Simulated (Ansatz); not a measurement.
`[SiH3][S][SbH][SiH3]` + HCl → `[SiH3][SbH][Cl]` + `[SiH3]S` at 600 K and 1 bar (ligand exchange at the Sb–S bond).

Computed with Ansatz on PBE0-D4/def2-TZVP structures; ΔE is electronic, products minus reactants. CBS: MP2 limit from def2 TZ/QZ plus the TZ coupled-cluster correction, frozen cores. This one scheme is used for every species. Elements past krypton have def2 core potentials. For Sb outer-core shells are correlated without core-valence functions, which leaves a few kJ/mol of doubt a bond. One conformer a species, not always the lowest.

| species | CCSD(T)/CBS energy (Eh) | H − E (kJ/mol) | S (J/(mol·K)) |
| --- | --- | --- | --- |
| `[SiH3][S][SbH][SiH3]` | -1220.19310 | 229.3 | 527.3 |
| HCl | -460.38127 | 35.4 | 207.2 |
| `[SiH3][SbH][Cl]` | -991.30233 | 135.8 | 414.9 |
| `[SiH3]S` | -689.27336 | 126.3 | 326.2 |

H − E and S are ideal-gas, rigid-rotor, harmonic terms from PBE0-D4/def2-TZVP, for one conformer and one mirror image of each species. 1 Eh = 2625.50 kJ/mol, R = 8.31446 J/(mol·K).

By hand: ΔE, ΔH, ΔS and ΔG.

ΔE = (-991.30233) + (-689.27336) − (-1220.19310) − (-460.38127) = -0.00132 Eh = -3.5 kJ/mol. Δ(H − E) = 135.8 + 126.3 − 229.3 − 35.4 = -2.6, so ΔH = -6.1 kJ/mol. ΔS = 414.9 + 326.2 − 527.3 − 207.2 = 6.6 J/(mol·K). ΔG = -6.1 − 600 × (6.6)/1000 = -10.1 kJ/mol.

By hand: the equilibrium constant, and the temperature at which ΔG would vanish if ΔH and ΔS stayed fixed.

log₁₀ K = −ΔG/(RT ln 10) = 0.9. ΔH and −TΔS have one sign here, so there is no such temperature.

TΔS isn't small against ΔH here. A doubt of 5 kJ/mol in ΔE shifts log₁₀ K by 0.4 here. Other conformers and mirror images would add mixing entropy, several J/(mol·K) or more a flexible species. Modes under 60 cm⁻¹, often nearly free rotors, make the harmonic entropy too high. These are equilibria of isolated gas molecules and say nothing of rates. Largest T1 diagnostic: 0.013 (customary marks: 0.02 for closed shells, 0.045 for open ones).

ΔS is within the doubt of such terms, so its sign, and with it that verdict, could turn.
